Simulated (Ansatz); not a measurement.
A run for Ansatz (an electronic-structure program): R-RI-MP2/def2-QZVPP on H2OSTe (SMILES O[Te]S), a point of a torsion scan. Elements past Kr take the def2 small-core potentials; no spin–orbit coupling. Files ending in .json are basis or fitting sets from the Basis Set Exchange. The run froze 15 orbitals, filled d shells among them.

Ansatz 0.2 input:
```yaml
crystal:
  periodic: [false, false, false]
  atoms:
    - {symbol: O, position_ang: [-1.10684446, 0.53103257, -0.34433469]}
    - {symbol: Te, position_ang: [-0.53972953, -1.27646002, -0.97941488]}
    - {symbol: S, position_ang: [0.50512653, -0.51650951, -2.95934576]}
    - {symbol: H, position_ang: [-2.05862429, 0.58715185, -0.25608012]}
    - {symbol: H, position_ang: [-0.54507320, -0.53889393, -3.77857511]}
basis:
  gaussian:
    orbitals: def2-QZVPP.json
    fitting: {mean_field: def2-universal-JKFIT, correlation: def2-QZVPP-RIFIT.json}
magnetization: {spin_polarized: false}
correlation: {method: mp2, electrons: outside_noble_gas}
scf: {lower_state_search: off}
```

Problem. Give the final energy of this run.

Solution. -741.2356 hartree.
